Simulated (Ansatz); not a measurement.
Isolated molecules relaxed with PBE0-D4/def2-TZVP in Ansatz; ΔE leaves out vibrations. CBS: MP2 limit from def2 TZ/QZ plus the TZ coupled-cluster correction, frozen cores. Double bonds are as drawn, so ΔE can hold a change between cis and trans. DFT in def2-TZVPP. Each species was taken in one conformer, which may not be the lowest.

Reaction (formal exchange of groups at the Si–C bond): `C[SiH]1C=N1` + `O/C=C/[SiH3]` → `[SiH3][SiH]1C=N1` + `C/C=C/O`

(1) Is it downhill or uphill in electronic energy at CCSD(T)/CBS, and by how much? (Estimate.)

(2) What do these levels give: CAM-B3LYP-D4, ωB97M-V, HF/def2-SVP, CCSD(T)/def2-TZVPP, HF/def2-QZVPP, MP2/CBS(def2)? (An estimate is asked.)

Largest T1 diagnostic among the species: 0.017.

## Answers

(1) Computed: Uphill: ΔE = +0.48 eV.

(2) The calculation gave: CAM-B3LYP-D4 0.51, ωB97M-V 0.56, HF/def2-SVP 0.50, CCSD(T)/def2-TZVPP 0.47, HF/def2-QZVPP 0.59, MP2/CBS(def2) 0.57 eV.

From BLYP to BHLYP (50 % exact exchange), in def2-TZVPP and without D4, ΔE moves by +0.11 eV. At CCSD(T), def2-SVP lies −0.16 eV from the extrapolated value and def2-TZVPP −0.01 eV.
